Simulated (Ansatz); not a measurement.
Input for Ansatz (a program for electronic structure): U-CCSD(T)/def2-SVP on F2H2Sn (SMILES [F][SnH2][F]), a point of a bond scan (R = 2.308 Å). Elements past Kr take the def2 small-core potentials; no spin–orbit coupling. The run froze 11 orbitals, filled d shells among them.

Ansatz 0.2 input:
```yaml
crystal:
  periodic: [false, false, false]
  atoms:
    - {symbol: Sn, position_ang: [-0.03835508, -0.28075621, 0.01283435]}
    - {symbol: F, position_ang: [1.88245047, 0.87677785, -0.53071019]}
    - {symbol: F, position_ang: [-1.31675176, 1.11365743, 0.35794881]}
    - {symbol: H, position_ang: [0.25534771, -1.05881308, 1.49140543]}
    - {symbol: H, position_ang: [-0.54767396, -1.08099264, -1.39358741]}
basis:
  gaussian:
    orbitals: def2-SVP
correlation: {method: ccsd_t, electrons: outside_noble_gas}
scf: {omitted_lower_state_checks: [cluster_reference]}
magnetization: {spin_polarized: true, initial_magnetization: 0}
```

**Question.** What total energy does the run end on?

**Answer.** -413.7078 hartree (reference determinant -413.2108, T1 diagnostic 0.019).
